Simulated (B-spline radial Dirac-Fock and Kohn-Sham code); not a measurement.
f′ and f″ of Br, 513.9 eV to 6.97 keV

Level of theory: the dispersion relation over Dirac-Hartree-Slater subshell photoionisation cross sections, with the Kissel-Pratt high-energy constant (isolated atom, no bound-bound lines or fine structure); a radial atomic solver. The forward scattering factor is f₀ + f′ + i f″.

Edges near this range: L1 1782.0 eV, L2 1596.0 eV, L3 1550.0 eV.

```csv
hν (eV),λ (Å),f′ (e),f″ (e),tabulated f′,tabulated f″
513.9,24.13,-9.159,10.794,–,9.90
783.6,15.82,-7.716,6.727,–,6.14
811.5,15.28,-7.713,6.442,–,5.89
943,13.15,-7.899,5.323,–,4.89
1000,12.40,-8.069,4.930,-8.00,4.54
1003,12.36,-8.080,4.911,-8.02,4.52
1155,10.73,-8.817,4.068,-8.75,3.64
1253.6,9.890,-9.583,3.637,-9.60,3.21
1486.9,8.338,-14.267,2.862,-14.25,2.49
1512,8.200,-15.804,2.794,-15.83,2.45
2000,6.199,-4.580,12.868,-4.62,12.53
2640,4.696,-0.926,8.517,-0.93,8.28
2984.4,4.154,-0.330,7.041,-0.34,6.89
3869,3.205,0.099,4.632,0.09,4.43
4000,3.100,0.105,4.385,0.10,4.18
4018,3.086,0.105,4.352,0.10,4.15
4510.9,2.749,?,?,?,?
5414.7,2.290,-0.088,2.637,-0.10,2.49
6000,2.066,-0.211,2.212,-0.22,2.10
6305,1.966,-0.277,2.030,-0.29,1.93
6403.9,1.936,-0.299,1.976,-0.31,1.88
6930.3,1.789,-0.412,1.721,-0.43,1.65
6970,1.779,-0.421,1.704,-0.43,1.64
```

Question: What are f′ and f″ at 4510.9 eV?

Answer: f′ = 0.071 and f″ = 3.590 electrons (tables: 0.06 and 3.40). By the optical theorem f″ corresponds to a photoabsorption cross section 2 rₑ λ f″ = 55600 b.

Tabulated f′: xraylib 4.2 anomalous scattering factors (Cullen et al., EPDL97); f″: Chantler's tables (J. Phys. Chem. Ref. Data 1995 and 2000). Both are theoretical tables.

Values without a named source are computed, but for edge energies of neutral atoms, which are taken from tables.
